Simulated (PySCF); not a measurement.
## Frontier orbitals and the lowest excitations

Compound: C4H5ClO2.
Atom-mapped SMILES: `[CH3:1][O:2]/[CH:3]=[CH:4]\[C:5](=[O:6])[Cl:7]` (hydrogens: H8, H9, H10 on C1; H11 on C3; H12 on C4)

Geometry (GFN2-xTB, Å), atoms numbered from 1 in this order:
```
atom  x, y, z in Å
C1    -2.0450    0.4031    0.6971
O2    -0.6671    0.5104    0.4044
C3     0.0231   -0.6164    0.3229
C4     1.3329   -0.7166    0.0262
C5     2.2791    0.3275   -0.2805
O6     3.4373    0.1826   -0.5280
Cl7    1.6034    1.9668   -0.2775
H8    -2.4048    1.4197    0.8413
H9    -2.5855   -0.0593   -0.1339
H10   -2.2139   -0.1783    1.6076
H11   -0.5264   -1.5352    0.5228
H12    1.7681   -1.7050    0.0073
```

Theory: TDDFT PBE0/def2-SVPD, vertical, gas phase, core orbitals frozen in the response in PySCF 2.14.0, density-fitted response routines.

Frontier orbitals with the atoms that hold most of them (Löwdin shares over 4%, at most four atoms; ? is withheld):

```
orbital  ε (eV)                             atoms
 LUMO+2    0.89   C1 16%, H12 12%, H9 10%, C4 10%
 LUMO+1    0.30  C1 25%, C3 15%, H11 11%, H10 10%
   LUMO   -1.82                                 ?
   HOMO       ?                                 ?
 HOMO-1   -8.12            O6 54%, Cl7 34%, C5 6%
 HOMO-2   -8.64      Cl7 62%, O6 9%, C5 9%, O2 9%
 HOMO-3   -8.90           Cl7 75%, O6 13%, C5 10%
```

(1) Give the leading atoms of the HOMO.

(2) Give the leading atoms of the LUMO.

(3) What is the HOMO energy, and the HOMO–LUMO gap?

Results:

(1) C4 (bonded to 2 C and H) 33%; O2 (bonded to 2 C) 23%; C3 (bonded to C, O and H) 17%; O6 (bonded to C) 10%. By element: carbon 50% or more, oxygen 33%.

(2) C3 (bonded to C, O and H) 26%; C5 (bonded to C, Cl and O) 21%; O6 (bonded to C) 20%; C4 (bonded to 2 C and H) 12%. By element: carbon 58% or more, oxygen 20% or more.

(3) ε(HOMO) = -7.66 eV; the gap is 5.84 eV (0.2146 hartree).

**Question.** How does S1 compare with the orbital gap of 5.84 eV?

**Answer.** S1 is at 4.49 eV (f = 0.0000), 1.35 eV below the gap, made of HOMO-1→LUMO (94%). Its leading pair isn't HOMO and LUMO; the energies of that pair differ by 6.30 eV. Without the coupling terms of the response equations the lowest excitation would equal the gap.

**Question.** One configuration dominates each of S1, S2, S3 and S5. Which, and how do the shares of the two leading atoms of either orbital change from the occupied to the empty one?

**Answer.** 
- S1 (4.49 eV, f 0.0000), HOMO-1→LUMO (94%): O6 54% → 20%, Cl7 34% → at most 12%, C3 at most 4% → 26%, C5 6% → 21%
- S2 (5.32 eV, f 0.080), HOMO-2→LUMO (76%): Cl7 62% → at most 12%, O6 9% → 20%, C3 at most 9% → 26%, C5 9% → 21%
- S3 (5.35 eV, f 0.319), HOMO→LUMO (75%): C4 33% → 12%, O2 23% → at most 12%, C3 17% → 26%, C5 at most 10% → 21%
- S5 (6.78 eV, f 0.023), HOMO→LUMO+1 (91%): C4 33% → at most 10%, O2 23% → at most 10%, C1 at most 10% → 25%, C3 17% → 15%

The run took about 60 s of CPU time (one thread, shared machine).

One conformer stands for the species.
